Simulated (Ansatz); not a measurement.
Reaction (formal exchange of groups at a B–O bond): `COB(Cl)OC` + BH₃ → `BB(Cl)OC` + CH₃OH

Program: Ansatz. Geometries: PBE0-D4/def2-TZVP. ΔE: electronic, gas phase. CBS: MP2 limit from def2 TZ/QZ plus the TZ coupled-cluster correction, frozen cores. This one scheme is used for every species. DFT in def2-TZVPP. B3LYP here is the variant with VWN-RPA as its local correlation; programs differ in this. Each species was taken in one conformer, which may not be the lowest.

**Question.** Is it downhill or uphill in electronic energy at CCSD(T)/CBS, and by how much? (Best estimate.)

**Answer.** Computed: Uphill: ΔE = +143.1 kJ/mol.

**Question.** What do these levels give: r2SCAN-D4, PBE0-D4, B3LYP, CCSD(T)/def2-TZVPP, HF/CBS(def2), MP2/CBS(def2)? (An estimate is asked.)

**Answer.** The calculation gave: r2SCAN-D4 139.7, PBE0-D4 133.3, B3LYP 138.4, CCSD(T)/def2-TZVPP 146.0, HF/CBS(def2) 160.2, MP2/CBS(def2) 148.7 kJ/mol.

Largest T1 diagnostic among the species: 0.013.

From PBE to PBE0 (25 % exact exchange), in def2-TZVPP and without D4, ΔE moves by +9.0 kJ/mol. In def2-TZVPP, CCSD(T) changes the Hartree–Fock value by −14.3 kJ/mol (the triples alone add −1.2 kJ/mol) and MP2 by −8.7 kJ/mol. The D4 term adds +4.3 kJ/mol with B3LYP and +2.4 kJ/mol with PBE0; it sums over pairs of atoms, weighted by their polarisabilities, and B3LYP, whose exchange is more repulsive, gets the larger term.
